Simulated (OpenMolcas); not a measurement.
V2+ in KMgF3: curves along the breathing mode

V2+ with its 6 nearest fluoride ions, on the Mg site of KMgF3 (a = 3.973 Å, distance in the model lattice 1.986 Å). The rest of the host is ab initio model potentials to 7.6 Å, with orthogonalisation functions on the cations behind the ligands, and point charges beyond; the distance is set by hand and nothing relaxes. Ligand basis ANO-RCC-VDZP.

```json
{
  "Program": "OpenMolcas 26.06",
  "Method": "CASSCF",
  "Basis": "ANO-RCC-VDZP [5s4p2d1f]",
  "Scalar Hamiltonian": "DKH2, point nucleus",
  "Active space": "3 electrons in 5 orbitals (3d)",
  "State averaging": "2S+1 = 4 even, 10 roots; 2S+1 = 2 even, 40 roots",
  "Spin-orbit coupling": "RASSI with atomic mean-field integrals over the reference wave functions"
}
```

Spin-free energies (labels of O, the rotations of Oh) in cm-1 above the lowest fitted minimum, as all ligands move together:

```json
{"R (Å)": "1.924", "4A2": "4810", "4T2": "22160", "2E": "21720", "2T1": "22480", "4T1": "30930", "2T2": "29640", "2A1": "36130"}
{"R (Å)": "1.97", "4A2": "1060", "4T2": "16490", "2E": "17920", "2T1": "18710", "4T1": "24860", "2T2": "25520", "2A1": "30490"}
{"R (Å)": "2.015", "4A2": "10", "4T2": "13780", "2E": "16840", "2T1": "17640", "4T1": "21720", "2T2": "24120", "2A1": "27830"}
{"R (Å)": "2.06", "4A2": "1380", "4T2": "13690", "2E": "18160", "2T1": "18980", "4T1": "21160", "2T2": "25120", "2A1": "27780"}
{"R (Å)": "2.106", "4A2": "5190", "4T2": "16180", "2E": "21920", "2T1": "22760", "4T1": "23160", "2T2": "28570", "2A1": "30310"}
{"R (Å)": "2.151", "4A2": "11290", "4T2": "21150", "2E": "27990", "2T1": "28820", "4T1": "27640", "2T2": "34320", "2A1": "35320"}
{"R (Å)": "2.196", "4A2": "19870", "4T2": "28720", "2E": "36520", "2T1": "37350", "4T1": "34730", "2T2": "42530", "2A1": "42930"}
```

Cubic fits give the following; the wavenumber is harmonic, with the mass of all moving ligands, small differences in it between states hang on the degree of the fit, a number in brackets counts states of one label, and the table is a selection of at most 14 states with clean curves.

| State | R0 (Å) | Breathing mode (cm-1) | Minimum (cm-1) |
| --- | --- | --- | --- |
| 4A2 | 2.013 | 597 | 0 |
| 4T2 | 2.040 | 617 | 13380 |
| 2E | 2.014 | 597 | 16830 |
| 2T1 | 2.013 | 596 | 17640 |
| 4T1 | 2.048 | 613 | 21020 |
| 2T2 | 2.019 | 596 | 24100 |
| 2A1 | 2.039 | 616 | 27450 |
| 2T2(2) | 2.040 | 617 | 30580 |
| 2T1(2) | 2.039 | 617 | 31110 |
| 4T1(2) | 2.056 | 637 | 33100 |
| 2E(2) | 2.039 | 616 | 32870 |
| 2T1(3) | 2.043 | 614 | 36990 |
| 2T2(3) | 2.050 | 597 | 43380 |
| 2T1(4) | 2.063 | 633 | 43870 |

The minimum of 4T2 is shifted by +0.0269 Å against 4A2 (from the unrounded fits). With M = 114.0 u for the moving shell, the Huang-Rhys factor in this mode is S = M ω ΔR² / 2ħ = 0.01483 × 114.0 × 597 × 0.0269² = 0.73. Only the first shell moves, against a rigid host.

Without dynamic correlation the repulsion within the d shell is too large (B by tens of per cent), so at a given field states of lower spin stand too high. Ligand-to-metal charge-transfer states are missing. With no ligand orbital active B as a rule stays too high, so bands that hang on it stand too high and its fall with covalency is understated. With metal d orbitals alone and no dynamic correlation 10Dq can be off by a tenth to a fifth, either way, in oxide and fluoride hosts. No measured value stands beside these numbers.
